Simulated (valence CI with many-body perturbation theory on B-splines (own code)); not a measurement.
**Missing levels of Zn17+**

Level of theory: relativistic CI+MBPT: three valence electrons over a frozen Dirac-Fock core [Ne], radial functions for each j: 11 s, 11 p, 9 d, 7 f, 5 g, 2 h, 1 i, with the one-electron correlation potential Σ1, the two-electron term Σ2, the three-electron term Σ3, Breit, model QED; selected CI, second order for the rest (own B-spline code, finite nucleus).

No measured levels were compared; by estimate levels of excited configurations hold to 0.05 to 0.15 % of their energy, terms of the ground configuration to about 0.5 %.

| Level | E (eV) |
| --- | --- |
| 3s²3p ²P°_1/2 | 0.000 |
| 3s²3p ²P°_3/2 | 4.898 |
| 3s3p² ⁴P_1/2 | 36.608 |
| 3s3p² ⁴P_3/2 | 38.821 |
| 3s3p² ⁴P_5/2 | ? |
| 3s3p² ²D_3/2 | 49.398 |
| 3s3p² ²D_5/2 | ? |
| 3s3p² ²S_1/2 | 58.632 |
| 3s3p² ²P_1/2 | 63.690 |
| 3s3p² ²P_3/2 | ? |
| 3s²3d ²D_3/2 | 75.538 |
| 3s²3d ²D_5/2 | ? |
| 3p³ ²D°_3/2 | 93.332 |
| 3p³ ²D°_5/2 | 94.913 |
| 3p³ ⁴S°_3/2 | 95.970 |
| 3s3p3d ⁴F°_3/2 | ? |
| 3s3p3d ⁴F°_5/2 | 103.850 |
| 3p³ ²P°_1/2 | ? |
| 3s3p3d ⁴F°_7/2 | 105.420 |
| 3p³ ²P°_3/2 | 105.988 |

Names give the largest LS component (configuration and term), which can be under half, so a name can repeat, a term be missing and a line seem to break the LS rules; names also repeat where a configuration has a term twice.

Problem. The levels stand in rising order. What does the calculation give for the missing energies?

Solution. 3s3p² ⁴P_5/2 41.104; 3s3p² ²D_5/2 50.312; 3s3p² ²P_3/2 65.058; 3s²3d ²D_5/2 76.158; 3s3p3d ⁴F°_3/2 102.801; 3p³ ²P°_1/2 104.515.
